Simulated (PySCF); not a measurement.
**Structure from NMR data**

The spectra below were simulated for a compound C$_{8}$H$_{11}$P.

¹H NMR (300 MHz, computed): δ 8.86 (m, 1H), 7.94 (m, 1H), 2.89 (m, 3H), 2.52 (s, 3H), 2.43 (s, 3H).

¹³C{¹H} NMR (computed): δ 176.2, 163.6, 145.9, 143.9, 139.6, 27.8, 26.7, 19.1.

PySCF 2.14.0 with density-fitted response routines calculation with σ from GIAO-PBE0/pcSseg-1 and structure optimised with GFN2-xTB; a single conformation, one averaged value for each set of equivalent atoms, no solvent, no relativistic terms.

Chemical shifts δ = σref − σ; ¹H, ¹³C vs TMS, all at this level.

Task: Propose a structure and justify it.

Result: 
8 carbon signals for 8 carbons: no two carbons are equivalent. Carbon types of the structure: 3 × C, 2 × CH, 3 × CH3, which accounts for all hydrogens. δC 176.2, 145.9, 143.9: substituted aromatic carbon. δC 163.6, 139.6: aromatic CH. δC 27.8, 26.7, 19.1: methyl carbon on an aromatic ring; aliphatic region, no heteroatom directly attached. δH 8.86, 7.94: hydrogen on an aromatic CH; aromatic region. δH 2.89, 2.52, 2.43: hydrogen on a methyl carbon on an aromatic ring; benzylic-type position, deshielded by the ring.

These data were computed for `InChI=1S/C8H11P/c1-6-4-5-9-8(3)7(6)2/h4-5H,1-3H3`.

The shifts were computed for this structure.

Splittings by ³¹P in the carbon and heteronuclear signals aren't shown, as no couplings were computed. Shifts are as computed. Against solution values, carbons near 30 ppm lie about +3 ppm off and those near 130 ppm about +5 ppm. Of 1211 compounds with measured shifts, 218 miss one by over three times the rms of a fit or turn the order of signals round; such compounds aren't used in these exercises. No couplings were computed; multiplicities are counted from neighbouring protons, with m where these are inequivalent, close in shift, in a saturated or five-membered ring or joined by F or P, and br s for small geminal =CH2 splittings.
